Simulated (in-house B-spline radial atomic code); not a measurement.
Ionisation energies along the 34-electron series, configuration [Ar] 3d10 4s2 4p4, as differences of self-consistent energies. Dirac energy differences include first-order Breit, QED and recoil terms. NIST's values go from ground level to ground level; the uncertainty of those that are theory runs from under 0.1 % in few-electron ions to several per cent in heavy many-electron ones. Computed with an all-electron radial atomic-structure program (B-spline basis): Dirac-Hartree-Fock, average of the configuration, finite nuclei.

| ion | configuration after | ionisation energy (eV) | IE/(q+1)² (eV) | Breit and QED recoil part (eV) | tabulated value (eV) | tabulated kind | computed minus tabulated (eV) |
| --- | --- | --- | --- | --- | --- | --- | --- |
| Se | [Ar] 3d10 4s2 4p3 | 9.91 | 9.9059 | -0.0017991 | 9.752368 | measured | 0.15 |
| Br+ | [Ar] 3d10 4s2 4p3 | ? | ? | ? | ? | measured | ? |
| Kr2+ | [Ar] 3d10 4s2 4p3 | 36.07 | 4.0074 | -0.011822 | 35.838 | measured | 0.23 |
| Rb3+ | [Ar] 3d10 4s2 4p3 | 52.51 | 3.2819 | -0.018886 | 52.2 | semi-empirical | 0.31 |
| Sr4+ | [Ar] 3d10 4s2 4p3 | 71.01 | 2.8405 | -0.027349 | 70.7 | semi-empirical | 0.31 |
| Zr6+ | [Ar] 3d10 4s2 4p3 | ? | ? | ? | ? | tabulated theory | ? |
| Nb7+ | [Ar] 3d10 4s2 4p3 | 138.24 | 2.16 | -0.061838 | 136 | tabulated theory | 2.24 |
| Mo8+ | [Ar] 3d10 4s2 4p3 | 164.43 | 2.03 | -0.076612 | 164.12 | measured | 0.31 |
| Tc9+ | [Ar] 3d10 4s2 4p3 | ? | ? | ? | ? | tabulated theory | ? |
| Ru10+ | [Ar] 3d10 4s2 4p3 | 222.37 | 1.8378 | -0.11162 | 219.9 | tabulated theory | 2.47 |
| Rh11+ | [Ar] 3d10 4s2 4p3 | 254.09 | 1.7645 | -0.13202 | 252.1 | tabulated theory | 1.99 |

(1) Fill in the row of Br+.

(2) Fill in the row of Zr6+.

(3) Fill in the row of Tc9+.

Where a p, d or f electron is removed, the computed value is a mean over both j, so it misses the tabulated one by a part of the spin-orbit splitting; averaging over terms and missing correlation add to the gap, relatively most at low charge.

Results:

(1) ionisation energy (eV): 21.80; IE/(q+1)² (eV): 5.4493; Breit and QED recoil part (eV): -0.0061237; tabulated value (eV): 21.591; computed minus tabulated (eV): 0.21.

(2) ionisation energy (eV): 113.92; IE/(q+1)² (eV): 2.3249; Breit and QED recoil part (eV): -0.048754; tabulated value (eV): 112; computed minus tabulated (eV): 1.92.

(3) ionisation energy (eV): 192.48; IE/(q+1)² (eV): 1.9248; Breit and QED recoil part (eV): -0.093192; tabulated value (eV): 189.9; computed minus tabulated (eV): 2.58.
